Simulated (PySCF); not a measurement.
PySCF input (M06-2X/LANL2DZ):

```python
from pyscf import gto, dft

mol = gto.M(
    atom='''
    Cs    0.00000000    0.00000000    0.00000000
    ''',
    basis='lanl2dz',
    ecp='lanl2dz',
    charge=-1,
    spin=0,
    verbose=4,
)

mf = dft.RKS(mol, xc='m062x')
mf.grids.level = 4
mf.conv_tol = 1e-9
mf.max_cycle = 100
mf.max_memory = 1500
mf.kernel()
if not mf.converged:
    mf = mf.newton()
    mf.kernel(mf.make_rdm1())
mf.dip_moment()
```

From the last part of the output:

```
******** <class 'pyscf.dft.rks.RKS'> ********
method = RKS
initial guess = minao
damping factor = 0
level_shift factor = 0
DIIS = <class 'pyscf.scf.diis.CDIIS'>
diis_start_cycle = 1
diis_space = 8
diis_damp = 0
SCF conv_tol = 1e-09
SCF conv_tol_grad = None
SCF max_cycles = 100
direct_scf = True
direct_scf_tol = 1e-13
XC library pyscf.dft.libxc version 7.1.2
    S. Lehtola, C. Steigemann, M. J. T. Oliveira, and M. A. L. Marques,  SoftwareX 7, 1–5 (2018)
XC functionals = m062x
    Y. Zhao and D. G. Truhlar,  Theor. Chem. Acc. 120, 215 (2008)
    Y. Zhao and D. G. Truhlar,  Theor. Chem. Acc. 120, 215 (2008)
radial grids:
    Treutler-Ahlrichs [JCP 102, 346 (1995); DOI:10.1063/1.469408] (M4) radial grids

becke partition: Becke, JCP 88, 2547 (1988); DOI:10.1063/1.454033
pruning grids: <function nwchem_prune>
grids dens level: 4
symmetrized grids: False
atomic radii adjust function: <function treutler_atomic_radii_adjust>
small_rho_cutoff = 0
Set gradient conv threshold to 3.16228e-05
Initial guess from minao.
tot grids = 34456
init E= -20.0729522083189
  HOMO = -0.0438224287626447  LUMO = 0.00109666358839155  gap/eV = 1.22231
cycle= 1 E= -19.8227076671744  delta_E= 0.25  |g|= 0.0511  |ddm|= 1.61
  HOMO = 0.0183488644124066  LUMO = 0.0861201555386742  gap/eV = 1.84415
cycle= 2 E= -19.8249778678608  delta_E= -0.00227  |g|= 0.00364  |ddm|= 0.231
  HOMO = 0.0181218399854632  LUMO = 0.0856386685406803  gap/eV = 1.83723
cycle= 3 E= -19.8249839245692  delta_E= -6.06e-06  |g|= 0.00022  |ddm|= 0.0185
  HOMO = 0.0179851845775877  LUMO = 0.0855583017749731  gap/eV = 1.83876
cycle= 4 E= -19.8249839562792  delta_E= -3.17e-08  |g|= 5.67e-06  |ddm|= 0.000973
  HOMO = 0.0179896748403834  LUMO = 0.085560641895994  gap/eV = 1.83870
cycle= 5 E= -19.824983956311  delta_E= -3.19e-11  |g|= 1.44e-07  |ddm|= 2.46e-05
  HOMO = 0.0179896354644088  LUMO = 0.0855606078634633  gap/eV = 1.83870
Extra cycle  E= -19.824983956311  delta_E= -2.13e-14  |g|= 1.11e-08  |ddm|= 8.68e-07
converged SCF energy = -19.824983956311

WARN: System has nonzero charge -1; the dipole moment is origin-dependent.
Location of origin: [0. 0. 0.]

Dipole moment(X, Y, Z, Debye): -0.00000,  0.00000, -0.00000
```

The dipole moment of an ion depends on the origin.
